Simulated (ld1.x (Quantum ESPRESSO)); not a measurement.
**Reading a pseudo-wave (copper)**

Columns: radius, all-electron u(r) and pseudo u(r) of the 3d shell (level -7.34 eV) of copper in the configuration [Ar] 3d10 4s0.75 4p0; LDA (PZ), scalar-relativistic, PAW scheme, ld1.x (Quantum ESPRESSO) 7.5.

```tsv
r (bohr)	all-electron	pseudo
0.160	0.2652	0.0074
0.320	0.7089	0.0542
0.480	0.9333	0.1586
0.640	0.9684	0.3072
0.800	0.9110	0.4620
0.960	0.8218	0.5790
1.120	0.7281	0.6302
1.280	0.6405	0.6159
1.440	0.5621	0.5600
1.600	0.4934	0.4935
1.760	0.4337	0.4337
1.920	0.3818	0.3818
2.080	0.3366	0.3366
2.240	0.2973	0.2973
2.400	0.2630	0.2630
2.560	0.2330	0.2330
2.720	0.2066	0.2066
2.880	0.1833	0.1833
3.040	0.1628	0.1628
3.200	0.1447	0.1447
3.360	0.1287	0.1287
3.520	0.1145	0.1145
3.680	0.1019	0.1019
3.840	0.0907	0.0907
4.000	0.0807	0.0807
4.160	0.0719	0.0719
```

Question: How many radial nodes do the two functions have?

Answer: The all-electron 3d function has n − l − 1 = 0; the pseudo-wave has 0.

Question: At about which radius was the pseudo-wave matched?

Answer: 1.65 bohr, where the columns begin to agree (steps of 0.16 bohr).

Question: Is the pseudo-wave norm-conserving?

Answer: No, it belongs to a PAW set: the norm inside the radius is not constrained, and the difference is carried by the augmentation charge.
